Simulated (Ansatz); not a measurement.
Cost and result up the ladder for the cluster TiO₃H₂ (6 atoms). Charge 0, multiplicity 1. Geometry: PBE0-D4/def2-SVP.

```xyz
6

Ti    0.255   -0.025   -0.302
O    -1.227    0.216   -1.249
O    -0.605    1.439   -0.820
O     0.227   -0.597    1.374
H    -0.316   -0.594    2.167
H     1.666   -0.439   -1.169
```

Ansatz on 4 threads of Arm Neoverse V2 on a shared host. Times are rough, and most runs start from the orbitals of an earlier one. ωB97M-V/def2-TZVP serves as the yardstick here, not as an exact answer. Differences are given only for rows in sets of like size (and for xTB, whose basis is part of the method), since another set adds its own error. Binding counts from free atoms at the same level (Ti triplet, O triplet, H doublet; other spins of the atoms weren't run), without zero-point energy or a counterpoise term.

The 6-31G sets use Cartesian d functions. B3LYP takes the VWN-RPA correlation. Correlated methods freeze 8 core orbitals; core or outer-core shells of Ti are correlated, in sets that lack core-valence functions. The structure holds one bond between oxygen atoms, so isomers without such links may lie far lower. The structure comes from a short search, and lower isomers may exist.

Correlated methods converge slowly with the basis.

| level | functions | wall time |
| --- | --- | --- |
| HF/6-31G | 60 | 0.25 s |
| PBE-D4/def2-SVP | 83 | 0.55 s |
| HF/def2-TZVP | 150 | 0.6 s |
| B3LYP-D4/6-31G | 60 | 0.75 s |
| PBE0-D4/def2-SVP | 83 | 0.8 s |
| MP2/def2-TZVP | 150 | 1.1 s |
| BHLYP-D4/def2-TZVP | 150 | 1.5 s |
| PBE0-D4/def2-TZVP (with forces) | 150 | 1.5 s |
| PBE0-D4/def2-TZVPD | 186 | 1.8 s |
| ωB97M-V/def2-TZVP | 150 | 4.4 s |
| CCSD(T)/def2-TZVPP | 185 | 52 s |

Question: Estimate what each level gives for the binding energy per atom (eV).

Answer: 
```csv
level,binding energy per atom (eV),difference from ωB97M-V/def2-TZVP (eV),remarks
HF/6-31G,1.31,–,–
PBE-D4/def2-SVP,4.08,–,–
HF/def2-TZVP,1.72,-1.91,–
B3LYP-D4/6-31G,3.44,–,–
PBE0-D4/def2-SVP,3.64,–,–
MP2/def2-TZVP,3.76,0.13,test for broken spin undecided
BHLYP-D4/def2-TZVP,3.20,-0.44,–
PBE0-D4/def2-TZVP (with forces),3.64,0.01,–
PBE0-D4/def2-TZVPD,3.65,0.02,–
ωB97M-V/def2-TZVP,3.63,0.00,–
CCSD(T)/def2-TZVPP,3.59,-0.04,test for broken spin undecided
```
